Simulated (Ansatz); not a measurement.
In4N4H14, a cluster cut from wurtzite InN (hydrogen-capped), 22 atoms. Hardware: 2 threads of AMD EPYC 7R13 on a shared host and a share (18 GiB) of an NVIDIA H100 80GB HBM3.

In the def2 sets In takes a core potential; there is no spin–orbit coupling. Single mean-field runs in def2-TZVP are fitted with def2-universal-jkfit.

(1) How many basis functions does each of these Ansatz runs have, and roughly what does it cost? r2SCAN-D4/def2-TZVP, charge 0 singlet, energy and forces, from earlier orbitals; PBE-D4/def2-TZVP, charge 0 singlet, energy, from earlier orbitals; PBE0-D4/def2-SVP, charge 0 singlet, energy, from earlier orbitals; PBE0-D4/def2-TZVP, charge 1 doublet at the geometry of the charge 0 singlet, energy; PBE-D4/def2-SVP, charge 0 singlet, energy, from earlier orbitals; PBE-D4/def2-TZVP, charge 1 doublet at the geometry of the charge 0 singlet, energy, from earlier orbitals; PBE-D4/def2-TZVP, charge 0 triplet at the geometry of the charge 0 singlet, energy, from earlier orbitals; PBE-D4/def2-SVP, charge 0 singlet, relaxation, 4 steps; PBE-D4/def2-TZVP, charge -1 doublet at the geometry of the charge 0 singlet, energy, from earlier orbitals; PBE0-D4/def2-TZVP, charge -1 doublet at the geometry of the charge 0 singlet, energy; PBE0-D4/def2-TZVP, charge 0 singlet, energy, from earlier orbitals; PBE0-D4/def2-TZVP, charge 0 triplet at the geometry of the charge 0 singlet, energy.

Results:

(1) Other jobs shared the machine, so times can vary by a factor of up to 3.

```tsv
run	functions	fitting or Cholesky vectors	wall time	peak host memory (GiB)
PBE-D4/def2-TZVP, charge 0 singlet, energy, from earlier orbitals	408	1432	6 s	0.84
PBE0-D4/def2-SVP, charge 0 singlet, energy, from earlier orbitals	230	2649	7.5 s	0.89
PBE0-D4/def2-TZVP, charge -1 doublet at the geometry of the charge 0 singlet, energy	408	1432	8 s	0.94
PBE0-D4/def2-TZVP, charge 0 singlet, energy, from earlier orbitals	408	1432	8 s	0.83
r2SCAN-D4/def2-TZVP, charge 0 singlet, energy and forces, from earlier orbitals	408	1432	8.5 s	0.89
PBE-D4/def2-TZVP, charge -1 doublet at the geometry of the charge 0 singlet, energy, from earlier orbitals	408	1432	8.5 s	0.92
PBE-D4/def2-TZVP, charge 0 triplet at the geometry of the charge 0 singlet, energy, from earlier orbitals	408	1432	9 s	0.96
PBE-D4/def2-SVP, charge 0 singlet, energy, from earlier orbitals	230	2764	11 s	0.9
PBE-D4/def2-TZVP, charge 1 doublet at the geometry of the charge 0 singlet, energy, from earlier orbitals	408	1432	12 s	0.96
PBE0-D4/def2-TZVP, charge 1 doublet at the geometry of the charge 0 singlet, energy	408	1432	12 s	0.97
PBE0-D4/def2-TZVP, charge 0 triplet at the geometry of the charge 0 singlet, energy	408	1432	13 s	0.98
PBE-D4/def2-SVP, charge 0 singlet, relaxation, 4 steps	230	2764	14 s	0.9
```
